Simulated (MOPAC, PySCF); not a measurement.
H8Ge3, SMILES `[GeH3][GeH2][GeH3]`, neutral singlet in the gas phase. 

Z-matrix (Å, degrees):
```
Ge
H 1 1.5424
H 1 1.5425 2 107.85
Ge 1 2.4235 2 109.55 3 -119.21
H 4 1.5402 1 109.92 2 -179.96
H 4 1.5403 5 108.72 1 121.79
H 4 1.5405 5 108.49 6 118.08
Ge 1 2.4236 2 109.59 3 119.22
H 8 1.5400 1 109.84 2 -178.11
H 8 1.5400 9 108.74 1 -121.73
H 8 1.5402 9 108.50 10 -118.11
```
Charge 0, multiplicity 1.

All levels are single points at this geometry (PBE0-D3(BJ)/def2-SVP); Pople sets use spherical d functions. Orbital energies aren't observables, and empty levels follow the basis.

PBE0-D3(BJ)/def2-TZVP in PySCF gives dipole (D) = 0.06.

Task: Estimate the dipole (D) from each of these levels: ωB97X-D3(BJ)/def2-TZVP in PySCF; B3LYP/6-311+G** (LANL2DZ on Ge) in PySCF; B3LYP/6-31G* in PySCF; B3LYP/LANL2DZ in PySCF; BP86/6-31G* in PySCF; HF/6-31G* in PySCF; PM6 in MOPAC; PM7 in MOPAC.

Result: 
```json
[
 {"level": "ωB97X-D3(BJ)/def2-TZVP in PySCF", "dipole (D)": "0.07"},
 {"level": "B3LYP/6-311+G** (LANL2DZ on Ge) in PySCF", "dipole (D)": "0.08"},
 {"level": "B3LYP/6-31G* in PySCF", "dipole (D)": "0.10"},
 {"level": "B3LYP/LANL2DZ in PySCF", "dipole (D)": "0.07"},
 {"level": "BP86/6-31G* in PySCF", "dipole (D)": "0.08"},
 {"level": "HF/6-31G* in PySCF", "dipole (D)": "0.11"},
 {"level": "PM6 in MOPAC", "dipole (D)": "0.09"},
 {"level": "PM7 in MOPAC", "dipole (D)": "0.14"}
]
```
